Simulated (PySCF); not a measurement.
Cr(O)2(F)2 anion (CrF2O2), SMILES [Cr]([F])([F])(=[O])=[O] (connectivity only; charge and spin as stated), charge -1, multiplicity 2. The structure is a stationary point at PBE-D3(BJ)/def2-SVPD. The spin state was assumed, not searched. The isomer is the one that the SMILES or the coordinates give; other isomers of the formula were not compared.

Level of theory: PBE-D3(BJ)/def2-SVPD in PySCF 2.14.0.

Harmonic wavenumbers (cm⁻¹): 193, 209, 248, 264, 344, 612, 618, 967, 988. Rotational constants (GHz): 3.893, 3.768, 3.501; symmetry number 2.

Question: Work out the zero-point energy and the ideal-gas rigid-rotor harmonic-oscillator thermochemistry at 298.15 K and 1 atm.

Answer: ZPE = ½ Σ hcν = ½ × 4442 cm⁻¹ = 26.57 kJ/mol. H − E(el) = 43.91 kJ/mol. Entropy in J/(mol K): translation 168.66, rotation 104.02, vibration 41.36, spin 5.76, total 319.81. G − E(el) = -51.44 kJ/mol. Cp = 81.69 J/(mol K).
